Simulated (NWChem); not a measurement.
System: DMF (C$_{3}$H$_{7}$NO); SMILES CN(C)C=O

The following NWChem deck was run.

```
start job
memory heap 200 mb stack 900 mb global 1100 mb
geometry units angstroms noautoz
  C      0.770340    -1.573301    -0.000429
  N      0.020792    -0.348584    -0.000298
  C     -1.416901    -0.426626    -0.001417
  C      0.632826     0.867050    -0.000068
  O      0.073174     1.939010    -0.000625
  H      1.846769    -1.348768     0.002293
  H      0.544804    -2.185765     0.890403
  H      0.548836    -2.183415    -0.893922
  H     -1.810599     0.597903    -0.000991
  H     -1.785763    -0.956809    -0.896354
  H     -1.787028    -0.958941     0.891651
  H      1.746020     0.766643     0.000784
end
basis spherical
  * library def2-tzvpd
end
dft
  xc becke88 lyp
  iterations 150
  semidirect filesize 400000000
  mulliken
end
task dft energy
```

All runs use the structure optimised with PBE0/def2-SVP.

Task: Give the results of this calculation. (BLYP/def2-TZVPD.) Quantities: energy (Ha); highest occupied level (eV); orbital gap (eV); dipole (D).

Result: The energy (Ha) is -248.52, the highest occupied level (eV) is -5.81 and the orbital gap (eV) is 5.26. The dipole (D) comes out as 3.89.
